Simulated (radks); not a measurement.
I7+, configuration [Kr] 4d10.

Method: Dirac Kohn-Sham, relativistic LDA (MacDonald-Vosko exchange, VWN5 correlation), spin-unpolarised, spherical densities, finite nucleus; Fermi nuclear charge, rms radius 4.75 fm; computed with a radial shooting solver on a logarithmic mesh with Libxc functionals.

Energy parts (eV):
part                       energy
total                 -192961.994
kinetic                203926.135
electron-nucleus      -464579.471
Hartree                 72114.865
exchange-correlation    -4423.522

Orbitals (lengths in bohr, moments of r in powers of bohr; r(max) is where P^2 peaks):
orbital,occ.,eigenvalue (eV),r(max),small-component weight
1s1/2,2,-32857.86,0.01761,3.78e-02
2s1/2,2,-5160.603,0.09960,8.10e-03
2p1/2,2,-4854.589,0.07629,8.14e-03
2p3/2,4,-4558.684,0.08107,7.73e-03
3s1/2,2,-1115.313,0.2867,2.40e-03
3p1/2,2,-987.5679,0.2728,2.35e-03
3p3/2,4,-931.8304,0.2835,2.23e-03
3d3/2,4,-704.7125,0.2299,2.12e-03
3d5/2,6,-692.9288,0.2329,2.09e-03
4s1/2,2,-270.2481,0.6807,6.97e-04
4p1/2,2,-225.2972,0.6975,6.37e-04
4p3/2,4,-214.1874,0.7218,6.02e-04
4d3/2,4,-141.0123,0.7682,4.70e-04
4d5/2,6,-139.2071,0.7766,4.61e-04

The highest occupied level is 4d5/2 at -139.21 eV. The density falls to 0.001 e/bohr^3 at r = 2.33 bohr. The electron density at the nucleus is 2.46e+05 e/bohr^3. For comparison, the ionisation energy in NIST's Atomic Spectra Database is 150.8 eV (measured). In exact Kohn-Sham theory the highest level is minus the ionisation energy, but local and semilocal functionals leave it too shallow, through self-interaction and a potential that decays too fast; potentials with the right tail come closer.
